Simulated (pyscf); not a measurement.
PySCF, gas phase, ωB97X-D3(BJ)/def2-SVP geometries.

Q: What is the homolytic dissociation enthalpy (298 K, ωB97M-D3(BJ)/def2-TZVP) of the Si–Si bond of F–SiH(F)–Si(F)(F)–F, to F–SiH•–F + F–Si•(F)–F?

A: Si–Si to F–SiH•–F + F–Si•(F)–F: 3.58 eV. The 7 functionals that were run give +3.25 (PBE) to +3.79 eV (ωB97X-D3(BJ)).
